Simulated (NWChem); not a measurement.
Molecule: CH3BeCl; SMILES [CH3][Be][Cl]

```xyz
6

Be     0.0000     0.0000     0.4831
Cl     0.0000     0.0000    -1.3301
C      0.0000     0.0000     2.1608
H      0.7203     0.7203     2.5713
H      0.2636    -0.9839     2.5713
H     -0.9839     0.2636     2.5713
```
Atoms are numbered in this order, from 1.

All runs: NWChem. Coordinates come from a B3LYP/6-31G* (spherical d) optimisation.

What does the run give for revPBE/def2-TZVP? Quantities: highest occupied level (eV); orbital gap (eV); dipole (D).

The highest occupied level (eV) comes out as -7.48 and the orbital gap (eV) comes out as 6.77. The dipole (D) comes out as 1.05.
